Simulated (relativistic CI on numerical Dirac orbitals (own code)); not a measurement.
# Forbidden lines of Sb¹⁹⁺

Method of calculation: Dirac-Coulomb-Breit CI, orbitals from a KLI potential per configuration, a model potential for QED, unscaled Slater integrals (own radial code, finite nucleus).

Configurations in the expansion (outside the closed core [Ar] 3d10): 4s2.4p2, 4s.4p3, 4p4, 4s2.4p.4d, 4s.4p2.4d, 4s2.4p.4f, 4s.4p2.4f, 4p3.4d, 4s.4p.4d2, 4s2.4d.4f, 4p3.4f, 4s2.4p.5s, 4s2.4p.5p, 4p3.5s, 4s.4p.4d.5s, 4s.4p2.5s, 4p2.4d.4f, 4s2.4p.5d, 4s2.4f.5s, 4s.4p2.5p, 4s.4p.4f2, 4s2.4p.5f, 4s2.4p.5g, 4s.4p2.5d, 4s2.4p.6s, 4s2.4p.6p, 4s.4p.5s2, 4s2.4d2, 4s.4d3, 4s.4d2.4f, 4p2.4d2, 4p.4d3, 4p.4d2.4f, 4p.4d2.5s, 4s2.4f2, 4s.4d.4f2, 4s.4f3, 4p2.4f2, 4p.4d.4f2, 4p.4f3, 4p.4f2.5s, 4s2.4d.5s, 4s.4d2.5s, 4s.4d.4f.5s, 4s.4p.4d.4f, 4p2.4d.5s, 4p.4d.4f.5s, 4p.4d.5s2, 4s2.5s2, 4s.4d.5s2, 4s.4f.5s2, 4s.4p.4f.5s, 4s.4f2.5s. Double excitations out of closed p, d and f shells are left out; levels of such configurations are missing from the list, as are those of other unlisted configurations, and high levels can miss mixing partners. These lack a partner that the ground configuration has and come out too high: 4s.4p2.5p, 4s.4p2.5d, 4s2.4p.5p, 4s2.4p.5d, 4s2.4p.5f.

```tsv
λ vac (nm)	Lower	Upper	Type	A (s⁻¹)	E lower (eV)	E upper (eV)
16.258	4s2.4p2 3P_2 [4]	4s2.4p.4d 3F°_4 [20]	M2	3.86e+02	22.9556	99.2165
25.623	4s.4p3 5S°_2 [6]	4s2.4p.4d 3F°_4 [20]	E2	7.65e+02	50.8286	99.2165
33.397	4s.4p3 3D°_2 [8]	4s2.4p.4d 3F°_4 [20]	E2	3.31e+02	62.0919	99.2165
36.680	4s.4p3 3D°_3 [9]	4s2.4p.4d 3F°_4 [20]	M1	3.77e+02	65.4150	99.2165
65.092	4s2.4p2 3P_1 [2]	4s2.4p2 1S_0 [5]	M1	3.74e+04	9.4748	28.5224
91.971	4s2.4p2 3P_1 [2]	4s2.4p2 3P_2 [4]	M1	8.75e+03	9.4748	22.9556
105.81	4s2.4p2 3P_0 [1]	4s2.4p2 1D_2 [3]	E2	3.57e+01	0.0000	11.7173
110.32	4s2.4p2 1D_2 [3]	4s2.4p2 3P_2 [4]	M1	7.50e+03	11.7173	22.9556
130.86	4s2.4p2 3P_0 [1]	4s2.4p2 3P_1 [2]	M1	6.45e+03	0.0000	9.4748
149.91	4s2.4p.4d 3F°_3 [16]	4s2.4p.4d 3F°_4 [20]	M1	5.27e+03	90.9459	99.2165
552.88	4s2.4p2 3P_1 [2]	4s2.4p2 1D_2 [3]	M1	3.93e+01	9.4748	11.7173
```

Terms are leading LS components. Brackets give the number of a level in order of energy, since labels repeat. The list gives strong lines, with weight on those to low levels, among the lowest 400 of 4223 levels, so that lines to higher ones, which can be the strongest, are missing. Levels whose partners in the same complex of configurations lie outside the list can be far off, and so can their lines. Rates are taken at the computed energies, electric ones in the length gauge.

At this charge energies of transitions that change n are usually good to better than 1 %, and those within a shell (Δn = 0) to a few per cent.

LS names give the leading component of a level, which can be under half, so a name can repeat, a term be missing and a line seem to break the LS rules.
